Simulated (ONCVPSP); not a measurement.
**magnesium (Mg), ONCV: configuration errors across variants**

```
Element                 : Mg
Generator               : ONCVPSP 4.0.1
Type                    : optimised norm-conserving Vanderbilt (ONCV)
Functional              : BLYP
Relativity              : scalar-relativistic
Frozen core             : [Ne]
Valence charge          : 2
Reference configuration : 3s1 3p1
Partial waves           : 3s: rc 2.70 bohr, ncon 3, nbas 6, qcut 1.9 1/bohr, 2 projectors, debl 3 Ha; 3p: rc 2.35 bohr, ncon 3, nbas 7, qcut 4.2 1/bohr, 2 projectors, debl 4 Ha; d scattering state at 0.36 Ha: rc 2.35 bohr, ncon 4, nbas 7, qcut 4.3 1/bohr, 2 projectors, debl 2.8 Ha
Local potential         : polynomial inside 1.70 bohr (lpopt 4, dvloc0 3 Ha)
Core correction         : Teter function fitted to the true core (icmod 2), fcfact 0.3
```

All-electron excitation energies from the reference (eV): (1) 3s2 3p0 -3.531; (2) 3s1 3p0 4.363; (3) 3s1.5 3p0 -0.440; (4) 3s0 3p1 8.812.

A true bound ghost makes a file unfit for plane-wave use even where its test errors are small: the radial tests pick states by their node count and pass the ghost by.

Errors AE − PS in meV (a dash: test not solved or not reliable):

```csv
change,(1),(2),(3),(4),bound ghosts,GHOST(+) flags above zero
base,-11,+5.3,-4.3,-9.1,p,none
"local potential polynomial inside 1.70 bohr (lpopt 4, dvloc0 -2 Ha)",-10,+5.9,-4.3,-8.4,none,s
"local potential polynomial inside 1.70 bohr (lpopt 4, dvloc0 -0.5 Ha)",-10,+5.8,-4.3,-8.4,none,s
"local potential polynomial inside 1.70 bohr (lpopt 4, dvloc0 1.5 Ha)",-10,+5.7,-4.3,-8.5,none,none
"local potential polynomial inside 1.70 bohr (lpopt 4, dvloc0 2.5 Ha)",-11,+5.6,-4.3,-8.5,none,none
"local potential polynomial inside 1.70 bohr (lpopt 4, dvloc0 6 Ha)",-10,+6.0,-4.3,-8.5,none,s
"local potential polynomial inside 1.70 bohr (lpopt 4, dvloc0 7.5 Ha)",-10,+5.9,-4.3,-8.5,none,none
"local potential polynomial inside 1.70 bohr (lpopt 4, dvloc0 9.5 Ha)",-10,+5.9,-4.3,-8.5,none,none
```

Q: Give the same row for: local potential polynomial inside 1.70 bohr (lpopt 4, dvloc0 4 Ha).

A: -9.2, +7.5, -4.3, -8.4; bound ghosts: none; GHOST(+) flags above zero: s.
